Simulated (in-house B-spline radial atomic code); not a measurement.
Computed with a B-spline radial atomic code. Model: two electrons, singlet ground state, non-relativistic, full CI in B-splines with partial waves to l = 8 (at full coupling up to 3e-4 hartree above the limit, correlation up to 0.6 % small), density held at that of full coupling by Lieb maximisation.

W(λ) is the mean repulsion in the state of coupling λ less the Hartree energy of the fixed density. Its start is exact exchange, its initial slope is twice the second-order Görling-Levy correlation energy, and its area from 0 to 1 is E_xc. A straight curve means weak, dynamic correlation, and a curve that drops fast and flattens means strong correlation.

Command:
```bash
python run_ac.py task.json out
```
Settings (lengths in bohr, energies in hartree):
```
potential              gauss
strength               6.72
lmax                   8
second                 3.76
```

Time taken, with all properties: 9.3 s on 1 thread of Intel(R) Xeon(R) Processor @ 2.30GHz, with other jobs on the host.

**W = mean repulsion less Hartree energy, and W of three functionals.**

Given: confinement Gaussian well; well depth 6.72 hartree; well width 3.76 bohr; external potential -V exp(-r^2/w^2).

Computed: LDA exchange minus exact 101.28 millihartree; PBE exchange minus exact 29.642 millihartree.

```csv
coupling,W xc (hartree),W xc minus exchange (millihartree),kinetic minus Kohn-Sham (millihartree),LDA (PW92) W minus its exchange (millihartree),PBE W minus its exchange (millihartree),SCAN W minus its exchange (millihartree)
0,-0.69798,0,0,0,0,0
0.02,-0.69996,-1.973,0.02,-11.11,-3.21,-1.89
0.05,?,?,?,?,?,?
0.12,-0.70943,-11.451,0.68,-42.14,-17.49,-10.75
0.25,-0.72085,-22.866,2.78,-68.94,-33.24,-21.29
0.4,-0.73287,-34.89,6.67,-92.5,-48.85,-32.36
0.6,-0.74723,-49.242,13.82,-117.36,-66.69,-45.65
0.8,-0.75993,-61.942,22.68,-137.6,-82.06,-57.55
1,-0.77122,-73.236,32.83,-154.71,-95.55,-68.3
1.4,-0.79037,-92.39,55.67,-182.58,-118.34,-86.98
2,?,?,?,?,?,?
3,-0.839,-141.02,158.18,-251.58,-178.05,-137.7
4.5,-0.86438,-166.4,251.84,-288.88,-211.71,-166.14
7,-0.88937,-191.39,392.55,-327.83,-247.56,-194.69
10,-0.90703,-209.04,540.48,-357.16,-274.92,-214.24
```

(1) What belongs in the row 0.05?

(2) What belongs in the row 2?

(3) What is the SCAN exchange minus exact?

**Energy parts, natural occupations and partial-wave weights.**

Computed: total energy -9.9655 hartree; exchange energy -0.69798 hartree; correlation energy -0.04041 hartree; kinetic part of the DFT correlation energy 0.032826 hartree; initial slope twice GL2 -0.099329 hartree; Kohn-Sham kinetic 1.1481 hartree; Lieb Oxford ratio E_xc over LDA exchange 1.2375.

```json
{"natural": "s", "occupation of the shell (electrons)": "1.9692"}
{"natural": "p", "occupation of the shell (electrons)": "?"}
{"natural": "s", "occupation of the shell (electrons)": "0.0017145"}
{"natural": "d", "occupation of the shell (electrons)": "0.0008452"}
{"natural": "p", "occupation of the shell (electrons)": "0.00019611"}
{"natural": "f", "occupation of the shell (electrons)": "0.00010122"}
```

(4) What belongs in the row p?

| wave | weight |
| --- | --- |
| s | 0.98545 |
| p | ? |
| d | 0.00044219 |
| f | 5.5933e-05 |
| g | 1.2347e-05 |

(5) What belongs in the row p?

(6) What is the Hartree energy?

(7) What is the kinetic part over minus potential part?

Answers

(1) W xc (hartree): -0.70287; W xc minus exchange (millihartree): -4.884; kinetic minus Kohn-Sham (millihartree): 0.12; LDA (PW92) W minus its exchange (millihartree): -22.42; PBE W minus its exchange (millihartree): -7.76; SCAN W minus its exchange (millihartree): -4.63.

(2) W xc (hartree): -0.81271; W xc minus exchange (millihartree): -114.72; kinetic minus Kohn-Sham (millihartree): 93.32; LDA (PW92) W minus its exchange (millihartree): -214.22; PBE W minus its exchange (millihartree): -145.23; SCAN W minus its exchange (millihartree): -109.63.

(3) 2.3758 millihartree.

(4) occupation of the shell (electrons): 0.027855.

(5) weight: 0.014031.

(6) 1.396 hartree.

(7) 0.44822.

Half-way to full coupling W has made 57 % of its drop, against 50 % for a straight line, and second-order (GL2) theory, half the initial slope, overshoots the correlation energy by about 23 %: a moderate bend, as in light atoms. Over couplings 0 to 1 the errors in E_xc come to about +44 millihartree for LDA, +15 millihartree for PBE, +5.2 millihartree for SCAN, so SCAN is nearest. In LDA and PBE the errors of exchange and correlation have opposite signs, so the sum is smaller than the larger of the two.
